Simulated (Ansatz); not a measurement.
The first iterations of a band of BH4SSb (7 atoms, charge 0, multiplicity 1).

Method: RKS PBE-D4/def2-SVP in Ansatz.

```
movable images  : 3
climbing image  : no
spring          : 5.0 eV/Å²
optimiser       : quadratic models (default)
start path      : through a guess of the saddle point
force threshold : 0.05 eV/Å
iteration limit : 60
end points      : relaxed
```

Initial state:

```xyz
7
Properties=species:S:1:pos:R:3
S -0.873 -1.404 -0.868
B -0.558 0.208 -0.190
Sb 0.833 0.433 1.571
H -1.842 -1.087 -1.781
H -1.155 1.181 -0.601
H 1.840 1.529 0.683
H 1.817 -0.928 1.142
```

Final state:

```xyz
7
Properties=species:S:1:pos:R:3
S -0.506 -0.357 -1.771
B -0.620 0.021 -0.038
Sb 1.073 1.094 0.995
H -1.765 -0.849 -1.983
H -1.639 -0.206 0.579
H 2.310 0.400 0.001
H 1.209 -0.170 2.171
```

| iteration | highest image above the first end (eV) | largest band force component (eV/Å) |
| --- | --- | --- |
| 1 | 84.062 | 218.420 |
| 2 | 19.476 | 46.483 |
| 3 | 11.095 | 33.349 |
| 4 | 4.546 | 14.732 |
| 5 | 2.454 | 7.335 |
| 6 | 2.879 | 3.600 |
| 7 | 2.965 | 2.786 |
| 8 | 3.215 | 3.383 |

**Question.** Does the band converge within its limit, and where does its top end?

**Answer.** The run converged. It ended after 24 iterations with the highest image 0.116 eV above the first end. No image climbed, so the highest image needn't sit at the top of the path. So few images can step over the top or miss a turn of the path.

Time of the run: 2.5 min on 1 thread of Arm Neoverse V1, with other jobs on the host, peak memory 0.11 GiB.
